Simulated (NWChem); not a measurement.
Molecule: ZnF2; SMILES [Zn]([F])[F]

```xyz
3

Zn     0.0000     0.0000    -0.2602
F      1.7317     0.0000    -0.2601
F     -1.7317     0.0000    -0.2601
```
Atoms are numbered in this order, from 1.

Results from NWChem. Pople sets run with spherical d functions. Structure relaxed at the PBE0-D3(BJ)/def2-TZVP level. GIAO values for the isolated, static molecule; σ is the absolute isotropic shielding.

Question: Order these by “σ F2 (ppm)”, lowest first: B3LYP/pcSseg-2; B3LYP/def2-SVP; B3LYP/6-31G*.

Answer: B3LYP/6-31G* (417.3), B3LYP/def2-SVP (425.6), B3LYP/pcSseg-2 (442.2)
